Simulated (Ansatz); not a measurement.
Born–Oppenheimer molecular dynamics of H4NPZn (7 atoms, charge 0, multiplicity 1). It starts at the highest image of a converged band. Of that band: Neighbouring images differ by up to 1.9 eV, so the band resolves the path poorly. A vibrational analysis at the climbing image gives one clearly imaginary mode, 865i cm⁻¹: a first-order saddle point.

Computed with RKS LDA/def2-SVP in Ansatz.

```json
{
 "ensemble": "NVE (velocity Verlet)",
 "time step": "0.5 fs",
 "steps asked": "200",
 "starting velocities drawn for": "100 K",
 "seed": "11247"
}
```

First frame:

```xyz
7
Properties=species:S:1:pos:R:3
P -1.105 0.703 -0.226
N 0.131 0.002 0.743
Zn 1.925 0.269 -0.021
H -1.766 -0.466 -0.793
H -0.226 0.901 -1.382
H -0.193 -0.273 1.688
H 1.294 -1.205 -0.055
```

How far do the bonds stretch over the last three quarters of this one trajectory? (Pairs bonded in most of those frames.)


```csv
bond,mean (Å),spread (Å),shortest,longest
P1–N2,1.727,0.050,1.64,1.82
P1–H4,1.457,0.022,1.42,1.50
P1–H5,1.467,0.030,1.42,1.53
N2–Zn3,1.850,0.073,1.74,1.97
N2–H6,1.032,0.016,1.01,1.06
Zn3–H7,1.678,0.065,1.56,1.79
```

Mean temperature of the second half: 1543 K. The conserved energy stayed within 0.099 meV per atom of its start (net change 0.021 meV per atom), so the integration is sound. The kinetic energy rose, since the run started high on the potential surface and went downhill. A run of 0.1 ps of so small a system gives no equilibrium averages. The orbitals stay closed-shell, which can raise the energy where a bond breaks towards radicals; this wasn't checked here.

Run time: 86 s on 2 threads of Intel(R) Xeon(R) 6975P-C (Granite Rapids), with other jobs on the host, peak memory 0.13 GiB.
